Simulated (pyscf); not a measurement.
H₃C–O⁻ → H₂C⁻–OH (hydrogen shift; singlet surface; C–H broken, H–O formed). Structures and frequencies: ωB97X-D3(BJ)/def2-SVPD in PySCF. Correlated levels are frozen-core, on RHF or UHF. ΔMP2 is the change of the MP2 total energy from the triple- to the quadruple-zeta basis. Energies in kcal/mol from the reactant's lowest minimum found.

```csv
level,barrier,reaction energy
ωB97X-D3(BJ)/def2-TZVPD,59.9,+34.4
PBE/def2-TZVPD,55.6,+36.2
B3LYP-D3(BJ)/def2-TZVPD,59.7,+35.4
ωB97M-D3(BJ)/def2-TZVPD,58.5,+32.9
MP2/def2-QZVPPD,___,+33.4
CCSD/def2-TZVPPD,60.0,+32.2
CCSD(T)/def2-TZVPPD + ΔMP2(QZVPPD),___,___
```

Q: Fill in the missing entries.

A: 
- MP2/def2-QZVPPD, barrier: 56.3
- CCSD(T)/def2-TZVPPD + ΔMP2(QZVPPD), barrier: 57.6
- CCSD(T)/def2-TZVPPD + ΔMP2(QZVPPD), reaction energy: +31.8

Of the functionals in the table, ωB97M-D3(BJ) is closest to CCSD(T)/def2-TZVPPD + ΔMP2(QZVPPD) in the barrier (0.9 kcal/mol apart) and ωB97X-D3(BJ) least close (2.3 kcal/mol); that level has limits of its own. One saddle was located; it need not be the lowest between these sides. The CCSD(T) − MP2 part came from Ansatz, without density fitting, on the same reference.
